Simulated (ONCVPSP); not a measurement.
cerium, ONCV: configuration errors across variants

```
Element                 : cerium (Ce)
Generator               : ONCVPSP 4.0.1
Type                    : optimised norm-conserving Vanderbilt (ONCV)
Functional              : PBE
Relativity              : fully relativistic
Frozen core             : [Kr] 4d10
Valence charge          : 12
Reference configuration : 5s2 5p6 5d2 6s2
Partial waves           : 5s+6s: rc 2.45 bohr, ncon 3, nbas 6, qcut 6.2 1/bohr, 2 projectors; 5p: rc 2.75 bohr, ncon 4, nbas 8, qcut 5.2 1/bohr, 3 projectors, debl 3.3 Ha; 5d: rc 2.45 bohr, ncon 5, nbas 9, qcut 3.8 1/bohr, 3 projectors, debl 3.7 Ha; f scattering state at 0.02 Ha: rc 2.50 bohr, ncon 3, nbas 8, qcut 4.2 1/bohr, 2 projectors, debl 4 Ha
Local potential         : polynomial inside 2.10 bohr (lpopt 3, dvloc0 1 Ha)
Core correction         : Teter function fitted to the true core (icmod 2), fcfact 0.55
```

Open shells are filled in proportion to 2j + 1.

In the f channel the program set the typed energies aside and used -0.413, 3.587 Ha (j = l + 1/2; the other j can differ).

All-electron excitation energies from the reference (eV): (1) 4f1 5s2 5p6 5d1 6s2 -4.753; (2) 4f1 5s2 5p6 5d1 6s1 1.318; (3) 4f1 5s2 5p6 5d1 6s0 12.397; (4) 5s2 5p6 5d0 6s0 69.259.

1 further variants failed, have other tests or another functional or relativity, and are left out.

A true bound ghost makes a file unfit for plane-wave use even where its test errors are small: the radial tests pick states by their node count and pass the ghost by.

Errors AE − PS in meV (a dash: test not solved or not reliable):

```csv
change,(1),(2),(3),(4),bound ghosts,GHOST(+) flags above zero
base,+2136,+2133,+2120,+39,none,"f7/2, f5/2"
s: qcut 5.5,+2136,+2133,+2120,+39,none,"f7/2, f5/2"
"core correction Teter function fitted to the true core (icmod 2), fcfact 0.5",+2136,+2133,+2120,+39,none,"f7/2, f5/2"
p: rc 4.08,+2139,+2136,+2122,+46,none,"f7/2, f5/2"
d: nproj 0; local potential the d channel,+2139,+2136,+2120,+43,none,"f7/2, f5/2"
"d: ncon 4, nbas 8",+2136,+2133,+2117,+41,none,"f7/2, f5/2"
"f: rc 1.7; local potential polynomial inside 1.70 bohr (lpopt 3, dvloc0 1 Ha)",+1491,+1480,+1464,+39,none,s
```

(1) Give the same row for: s: qcut 5.7; p: qcut 4.8; d: qcut 3.5; f: qcut 3.8.

Results:

(1) +2239, +2239, +2223, +43; bound ghosts: f7/2, f5/2; GHOST(+) flags above zero: f7/2, f5/2.
